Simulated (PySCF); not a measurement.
wB97X on Ba- (barium, charge -1), [Xe] 5d1 6s2, 2D determinant. Calculation: PySCF 2.14, in def2-TZVPPD with the def2 core potential (46 electrons) (6s4p3d1f, 40 functions); a scalar-relativistic core potential.

```
cycle= 1 E= -25.4340143990239  delta_E= -0.00539  |g|= 0.015  |ddm|= 0.679
cycle= 2 E= -25.4343283917078  delta_E= -0.000314  |g|= 0.00361  |ddm|=  0.1
cycle= 3 E= -25.434377577652  delta_E= -4.92e-05  |g|= 0.00145  |ddm|= 0.0441
cycle= 4 E= -25.4343912642123  delta_E= -1.37e-05  |g|= 0.000592  |ddm|= 0.0215
cycle= 5 E= -25.434393912668  delta_E= -2.65e-06  |g|= 8.06e-05  |ddm|= 0.0101
cycle= 6 E= -25.434393953228  delta_E= -4.06e-08  |g|= 2.66e-05  |ddm|= 0.00157
cycle= 7 E= -25.4343939583332  delta_E= -5.11e-09  |g|= 8.04e-06  |ddm|= 0.000599
cycle= 8 E= -25.4343939588849  delta_E= -5.52e-10  |g|= 1.56e-06  |ddm|= 0.000171
converged SCF energy = -25.4343939588849  <S^2> = 0.75079675  2S+1 = 2.0007966
```

Highest occupied orbital energy: 0.501 eV; ⟨L²⟩ = 6.02; populations by l: s 4.00, p 6.00, d 1.00, f 0.00.

Task: Can this result be used?

Result: With care. Self-consistency was reached. Energies and moments cover only the electrons outside the core potential. Spin-orbit coupling, absent here, splits the open shell strongly. The configuration of this anion was assumed by filling the next shell in order. It is not the known or likely ground configuration (Ca⁻, Sr⁻ and Ba⁻, for instance, bind a p electron), so these values are not the electron affinity of the element. At wB97X the highest occupied level has a positive energy, so only the finite basis holds that electron.
